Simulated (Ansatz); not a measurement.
A rate constant, worked out

An elementary step of CH₈GaN, closed shell (CH₅Ga ([CH3][GaH2]) + NH₃ → GaNH₄ ([NH2][GaH2]) + CH₄; Ga–C, H–N broken or loosened, Ga–N, C–H formed or tightened). The start structure is the complex of the reactants, bound by 0.96 eV, and the electronic barrier above it is 1.692 eV by CCSD(T) at an estimated basis limit (MP2 extrapolated from triple and quadruple zeta, plus CCSD(T) − MP2 in triple zeta). Ansatz 0.2.0; basis: def2-TZVPP and def2-QZVPP; cores frozen in the correlated methods. Filled d shells of the heavier atoms are correlated. The def2 sets are not built for correlating such inner shells, so the correlated values are less sure here. Extrapolation: Hartree–Fock as exp(−7.88 √X), correlation as X^−2.97. Harmonic wavenumbers at PBE0-D4/def2-TZVP (Ansatz 0.2.0), in cm⁻¹:

Start: 91, 108, 133, 320, 354, 427, 494, 557, 666, 681, 743, 757, 763, 1194, 1221, 1453, 1458, 1654, 1656, 1882, 1898, 3038, 3119, 3120, 3499, 3623, 3623.

Saddle: 1511i, 105, 300, 301, 399, 437, 464, 594, 646, 662, 668, 695, 727, 762, 1238, 1321, 1450, 1528, 1545, 1770, 1983, 1987, 3012, 3092, 3145, 3550, 3658.

Work out the transition-state-theory rate constant at 400 K from these numbers alone (harmonic vibrations; rotation, path degeneracy and anharmonicity left out), and the Wigner tunnelling factor. Use 1 cm⁻¹ = 1.2398 × 10⁻⁴ eV and k_B = 8.617 × 10⁻⁵ eV/K.

Zero-point energies, half the sums: start 38532/2 cm⁻¹ = 2.3887 eV; saddle, real modes only, 36039/2 cm⁻¹ = 2.2341 eV.
Barrier with zero-point energy: 1.692 + 2.2341 − 2.3887 = 1.5374 eV.
k_BT = 0.03447 eV, so the barrier is 44.60 k_BT.
Vibrational partition functions from the zero-point level, ln q = −Σ ln(1 − exp(−hν/k_BT)): start 5.094, saddle 3.385.
k = (k_BT/h) exp(ln q‡ − ln q) exp(−E0/k_BT), with log₁₀(k_BT/h in s⁻¹) = 12.92: log₁₀ k = 12.92 + (-1.709 − 44.60)/2.3026 = -7.19, so k ≈ 6 × 10^(-8) s⁻¹.
Wigner factor: 1 + (hν‡/k_BT)²/24 = 1 + (5.43)²/24 = 2.23, too large for this simple formula to be trusted. A change of 1 kcal/mol (0.043 eV) in the barrier would change k by a factor of 3.5 at this temperature.

No T1 diagnostic of these runs exceeds 0.014.

The step is the kind of exchange with an N–H group that builds nitride films in atomic layer and chemical vapour deposition.

Labels in which every atom is bracketed show which atoms are joined, not bond orders.

For scale, one of the runs: CCSD(T)/def2-TZVPP, 222 basis functions, launched by `ansatz run in.yaml --threads 4 --pin off --events-out ev --progress --plain --max-ram 9574MiB`. Hardware: 4 CPU threads of an AMD EPYC, shared host. Wall time 3 min; peak host memory 3.5 GiB.
